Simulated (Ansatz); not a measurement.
Cartesian coordinates in Å:
```
B 0.140 0.140 -0.943
C 0.546 0.171 0.547
F 0.921 1.315 1.160
S -1.343 0.047 0.494
H 0.207 -0.893 -1.536
H -0.002 1.189 -1.497
H 0.933 -0.687 1.091
H -1.401 -1.282 0.683
```

Charge 0, multiplicity 1. The bonds changed during the relaxation, so this is another structure than the one it started from.

Task: List the CAM-B3LYP/def2-TZVPP orbital energies in eV (Ansatz 0.2.0). (Best estimate.)

Result: The calculation gave: Occupied: -2421.19, -674.00, -281.86, -219.20, -185.14, -163.79, -163.69, -163.59, -35.69, -24.68, -20.22, -17.19, -16.43, -15.32, -13.87, -13.31, -11.89, -10.93, -10.10, -9.76. Lowest empty: 0.50, 1.19, 1.55, 2.81, 3.17, 3.37, 3.61, 4.38.
